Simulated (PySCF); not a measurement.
Input of a run (PBE0-D3(BJ)/def2-SVP geometry optimisation, gas phase (PySCF 2.14.0)), started from a GFN2-xTB structure with every atom displaced at random (by about 0.01 Å):
```
{"job": {"xc": "PBE0", "basis": "def2-SVP", "d3": "d3bj", "grid": 1, "shake": 0.01, "kind": "geom"}, "charge": 0, "multiplicity": 1}
F     -0.547130    -1.584990     0.699490
C     -1.542640    -0.660800     0.362380
C     -0.976680     0.602370    -0.209110
F     -1.923570     1.474390    -0.508420
C      0.317670     0.889580    -0.406810
Si     1.803050    -0.227450    -0.015640
Cl     0.722990     2.443020    -1.066020
H     -2.182220    -1.126720    -0.376730
H     -2.110620    -0.429040     1.294380
H      1.679880    -1.448270    -0.803480
H      1.813740    -0.503110     1.429610
H      2.985220     0.542750    -0.408670
```

Output (energies in Eh, forces in Eh/bohr):
```
step   0  E = -1065.59068083  max force = 0.018876
step   1  E = -1065.59324245  max force = 0.005028
step   2  E = -1065.59338161  max force = 0.004454
step   3  E = -1065.59357139  max force = 0.001726
step   4  E = -1065.59367512  max force = 0.000700
step   5  E = -1065.59371096  max force = 0.000333
step   6  E = -1065.59371803  max force = 0.000338
optimisation converged
```

**Question.** Summarise the run.

**Answer.** The energy falls by 8.0 kJ/mol over 7 energy and gradient evaluations, the largest force component goes from 0.0189 to 3.4e-04 Eh/bohr, and the atoms move by 0.060 Å rms after alignment. The bond that changes most is F1–C2 (alkyl fluorine to sp3 C–F carbon), which shortens by 0.035 Å. Bonds longer at the end by more than 0.005 Å: 5 of 11; shorter: 3. Among the angles that change most is H8–C2–H9, from 111.0° to 107.9°. The energy never rose by more than 1e-6 Eh on the way. The first step brought 84 % of the lowering.

**Question.** What are the final bond lengths?

**Answer.** F1–C2 1.365 Å, C2–C3 1.494 Å, C3–F4 1.329 Å, C3=C5 1.339 Å, C5–Si6 1.894 Å, C5–Cl7 1.740 Å, C2–H8 1.105 Å, C2–H9 1.104 Å, Si6–H10 1.490 Å, Si6–H11 1.490 Å, Si6–H12 1.490 Å. Numbering counts from 1 in the input's order; the species is `FC/C(F)=C(\[SiH3])Cl`.

The run used 131 basis functions and 50 SCF cycles in all. The run took 54 s wall on an Arm Neoverse V1 with one thread, no GPU, shared host with 32 logical CPUs at a one-minute load of 22, and the process peaked at 0.55 GiB of memory.

No PBE0-D3(BJ)/def2-SVP frequencies stand behind this structure, so it isn't proved a minimum. One conformer, not necessarily the lowest.

The values belong to the conformer `[F:1][CH2:2]/[C:3]([F:4])=[C:5](\[SiH3:6])[Cl:7]`: F1–C2–C3–F4 -177°.
